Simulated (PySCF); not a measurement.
Compound: C2H8FGaO.
Bonds: C1–O2, O2–C3, O2–Ga4, Ga4–F5. Hydrogens: H6, H7, H8 on C1; H9, H10, H11 on C3; H12, H13 on Ga4.

The calculation used PBE0-D3(BJ)/def2-SVP geometry optimisation, gas phase (PySCF).

How far are the bound atoms from Ga4?

4 atoms: H13 1.568 Å, H12 1.569 Å, F5 1.789 Å, O2 2.112 Å. The nearest atom not counted as bound is C3, at 2.96 Å (others tie with it).

List the angles at Ga4.

| angle | degrees | distance of the outer atoms (Å) |
| --- | --- | --- |
| H12–Ga4–H13 | 129.0 | 2.83 |
| F5–Ga4–H13 | 113.0 | 2.80 |
| F5–Ga4–H12 | 113.0 | 2.80 |
| O2–Ga4–H13 | 100.5 | 2.85 |
| O2–Ga4–H12 | 100.4 | 2.85 |
| O2–Ga4–F5 | 89.8 | 2.76 |

Describe the arrangement about Ga4 in numbers.

Angles from 89.8° to 129.0°; τ4 = (360° − α − β)/141° = 0.84 with α and β the two widest (0 for a square, 1 for a tetrahedron).

What are the other bond lengths?

C1–O2, O2–C3 1.420 Å; C1–H6 and 5 like bonds 1.100 Å.

Give some angles away from the centre.

C1–O2–C3 113.3°, C1–O2–Ga4 113.2°.

Point group: near Cs, missed by 0.09 Å at most; the miss may be what the optimiser left on a soft mode. Charge 0, singlet. Stationary, but not proved a minimum.

On one thread of an Arm Neoverse V2, shared host with 96 logical CPUs at a one-minute load of 52, this took 2.1 min and 0.54 GiB of memory at its peak. These figures are those of the optimisation.

Conformer computed: `[CH3:1][O+:2]([CH3:3])[GaH2-:4][F:5]`: C1–O2–Ga4–F5 67°.

One conformer stands for the species.
